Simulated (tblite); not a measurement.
Species: C5H2N3O (doublet state).
Atom-mapped SMILES: `[C:1]#[C:2][c:3]1[n:4][cH:5][n:6]([CH:7]=[O:8])[n:9]1` (hydrogens: H10 on C5; H11 on C7)
Bond orders are those of one Lewis drawing.

Computed with GFN2-xTB (tblite), gas phase: L-BFGS steps from a force-field or distance-geometry start until the largest atomic force falls under 0.01 eV/Å.

Step 10: E = -662.5723 eV
```
atom  x, y, z in Å  |  force x, y, z in eV/Å
C1      3.8571   -0.7238    0.3780    0.107   0.005  -0.002
C2      2.7079   -0.4162    0.2355   -0.056  -0.018   0.009
C3      1.3525   -0.0502    0.0739    0.003  -0.075   0.032
N4      0.9636    1.1505   -0.4532    0.036  -0.030   0.012
C5     -0.3254    1.0899   -0.4290   -0.109   0.088  -0.035
N6     -0.7403   -0.1079    0.0957   -0.038  -0.027   0.011
C7     -2.0489   -0.5364    0.2805   -0.050   0.042  -0.020
O8     -2.9941    0.1321   -0.0127    0.056  -0.017   0.008
N9      0.3535   -0.8300    0.4143   -0.092  -0.002  -0.001
H10    -1.0169    1.8368   -0.7576    0.010   0.066  -0.030
H11    -2.1037   -1.5422    0.7185    0.134  -0.032   0.016
```

Step 11: E = -662.5741 eV
```
atom  x, y, z in Å  |  force x, y, z in eV/Å
C1      3.8561   -0.7216    0.3770    0.182  -0.016   0.008
C2      2.7066   -0.4173    0.2361   -0.160  -0.004   0.002
C3      1.3500   -0.0534    0.0753    0.006  -0.052   0.020
N4      0.9625    1.1475   -0.4520    0.065   0.006   0.000
C5     -0.3268    1.0908   -0.4291   -0.064   0.083  -0.038
N6     -0.7424   -0.1058    0.0947   -0.004  -0.053   0.024
C7     -2.0476   -0.5368    0.2806   -0.070   0.049  -0.022
O8     -2.9910    0.1334   -0.0133   -0.014  -0.045   0.019
N9      0.3481   -0.8300    0.4142   -0.025  -0.037   0.016
H10    -1.0149    1.8392   -0.7588   -0.009   0.080  -0.035
H11    -2.0952   -1.5434    0.7191    0.092  -0.012   0.007
```

Q: Estimate the geometry and energy of step 12. (The exact step hangs on the optimiser's Hessian estimate; all steps are aligned on step 11, rigid shifts and turns removed.)

A: E = -662.5753 eV, largest force 0.128 eV/Å
```
atom  x, y, z in Å  |  force x, y, z in eV/Å
C1      3.8566   -0.7196    0.3761    0.121   0.000   0.000
C2      2.7052   -0.4189    0.2369   -0.125  -0.024   0.011
C3      1.3477   -0.0566    0.0767    0.008  -0.019   0.005
N4      0.9621    1.1452   -0.4511    0.048   0.015  -0.002
C5     -0.3281    1.0924   -0.4296    0.004   0.042  -0.023
N6     -0.7441   -0.1046    0.0941    0.009  -0.027   0.013
C7     -2.0473   -0.5369    0.2805   -0.048   0.029  -0.011
O8     -2.9894    0.1340   -0.0135   -0.081  -0.055   0.023
N9      0.3434   -0.8306    0.4144    0.024  -0.042   0.018
H10    -1.0137    1.8427   -0.7604   -0.008   0.071  -0.030
H11    -2.0869   -1.5445    0.7197    0.048   0.010  -0.004
```

The energy changes by -0.0012 eV. The first-order estimate −F·Δx gives -0.0018 eV and the mean of the old and new forces, exact on a quadratic surface, -0.0012 eV. The step makes an angle of 65° with the force vector and moves no atom by more than 0.008 Å.

What follows is the cost of the whole relaxation. Hardware: Arm Neoverse V2, one thread, no GPU, on a shared host. Cost: 0.12 s.
